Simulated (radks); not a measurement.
The numbers below are computed, except where a source is named.
These are the eigenvalues of the occupied orbitals of an atom or ion with whole-number occupations (eV). Level of theory: Dirac Kohn-Sham, PBE, spin-unpolarised, spherical densities, finite nucleus; Fermi nuclear charge, rms radius of each element as measured or else 0.836 A^(1/3) + 0.57 fm (a radial shooting solver on a logarithmic mesh with Libxc functionals).

1s1/2: -57300.42
2s1/2: -9626.414
2p1/2: -9170.278
2p3/2: -8253.423
3s1/2: -2161.783
3p1/2: -1961.389
3p3/2: -1768.820
3d3/2: -1425.743
3d5/2: -1383.656
4s1/2: -431.5941
4p1/2: -351.4735
4p3/2: -308.1589
4d3/2: -176.2358
4d5/2: -168.3662
5s1/2: -58.3763
5p1/2: -36.8203
5p3/2: -31.4672
4f5/2: -10.2558
4f7/2: -9.1736
6s1/2: -9.0547

Which element is it, and in what charge state? The configuration may be excited. Open shells, if any, fill j = l - 1/2 first.

Answer. Z = 68, erbium, charge +1: Er+ in [Xe] 4f12 6s1. The list shows which subshells hold electrons but not how many an open one holds; the 1s level, -2105.8 hartree, gives Z - s = 64.9 by -(Z - s)^2/2, which with screening and relativity narrows Z to a few neighbours, and the depths of the outer levels then fix element, charge and occupations together.
